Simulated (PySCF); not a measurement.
Harmonic spectrum computed at PBE0 in the def2-TZVP basis family (core potentials from Rb on, PySCF, no spin–orbit coupling):

| ω (cm⁻¹) | IR (km/mol, summed over degenerate members) | degeneracy |
| --- | --- | --- |
| 44 | 60.2 | 2 |
| 124 | 0.0 | 1 |
| 313 | 153 | 1 |

Question: Which molecule gave it? In each, all ligands are bound to the one heavy central atom.
A. BeI₂ (singlet)
B. AsI₂ (doublet)
C. TeI₂ (singlet)
D. InI₂ (doublet)
E. CaI₂ (singlet)

Answer: E. It has D∞h symmetry with Ca–I 2.825 Å (×2).
